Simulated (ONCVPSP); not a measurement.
## Scattering properties, ONCV potential for samarium

* Element: Sm (Z = 62)
* Generator: ONCVPSP 4.0.1
* Type: optimised norm-conserving Vanderbilt (ONCV)
* Functional: PBE
* Relativity: scalar-relativistic
* Frozen core: [Kr] 4d10 4f5
* Valence charge: 11
* Reference configuration: 5s2 5p6 5d1 6s2
* Partial waves: 5s+6s: rc 2.35 bohr, ncon 3, nbas 7, qcut 6.5 1/bohr, 2 projectors; 5p: rc 2.30 bohr, ncon 3, nbas 7, qcut 7.1 1/bohr, 2 projectors, debl 2.3 Ha; 5d: rc 2.60 bohr, ncon 3, nbas 7, qcut 3.5 1/bohr, 2 projectors, debl 3.3 Ha
* Local potential: polynomial inside 2.10 bohr (lpopt 4, dvloc0 0 Ha)
* Core correction: Teter function, fcfact 4, rcfact 1.3

The phase is arctan(r·R′/R) of the radial function R(r), unwrapped; energies in Ha, scanned from -3 to 5 Ha. A pole is an energy at which the radial function vanishes at the test radius. The pseudo phase is shifted by a multiple of π to meet the all-electron one at the reference energy, and phase errors are pseudo minus all-electron; the curves can meet again beyond the range given. Levels narrower than the energy grid can be missing from the lists of poles.

```csv
channel,radius (bohr),reference energy (Ha),"poles, all-electron","poles, pseudo",unbroken range about the reference energy with phases within 0.05 rad,phase error 1 Ha above the reference energy (rad)
s,2.39,-0.15,"-1.56, 2.99","-1.56, 2.91",below 4.2,-0.002
p,2.33,-0.96,"-0.58, 4.24","-0.58, 4.18",the whole range,-0.000
d,2.64,-0.10,"0.48, 4.09","0.49, 4.14",below 1.5,+0.009
```

Phases in the p channel:

| E (Ha) | all-electron | pseudo |
| --- | --- | --- |
| -2.98 | 1.308 | 1.308 |
| -2.76 | 1.287 | 1.287 |
| -2.54 | 1.260 | 1.260 |
| -2.32 | 1.223 | 1.223 |
| -2.10 | 1.169 | 1.169 |
| -1.88 | 1.083 | 1.083 |
| -1.66 | 0.916 | 0.916 |
| -1.44 | 0.491 | 0.490 |
| -1.22 | -0.545 | -0.545 |
| -1.00 | -1.215 | -1.215 |
| -0.78 | -1.458 | -1.458 |
| -0.56 | -1.579 | -1.579 |
| -0.34 | -1.661 | -1.661 |
| -0.12 | -1.728 | -1.728 |
| 0.10 | -1.795 | -1.795 |
| 0.32 | -1.872 | -1.872 |
| 0.54 | -1.973 | -1.973 |
| 0.76 | -2.127 | -2.127 |
| 0.98 | -2.397 | -2.397 |
| 1.20 | -2.895 | -2.895 |
| 1.42 | -3.550 | -3.550 |
| 1.64 | -3.999 | -3.999 |
| 1.86 | -4.237 | -4.237 |
| 2.08 | -4.371 | -4.372 |
| 2.30 | -4.456 | -4.457 |
| 2.52 | -4.515 | -4.516 |
| 2.74 | -4.559 | -4.560 |
| 2.96 | -4.593 | -4.594 |
| 3.18 | -4.621 | -4.622 |
| 3.40 | -4.644 | -4.646 |
| 3.62 | -4.664 | -4.667 |
| 3.84 | -4.683 | -4.686 |
| 4.06 | -4.699 | -4.703 |
| 4.28 | -4.715 | -4.720 |
| 4.50 | -4.731 | -4.737 |
| 4.72 | -4.746 | -4.754 |
| 4.94 | -4.762 | -4.773 |
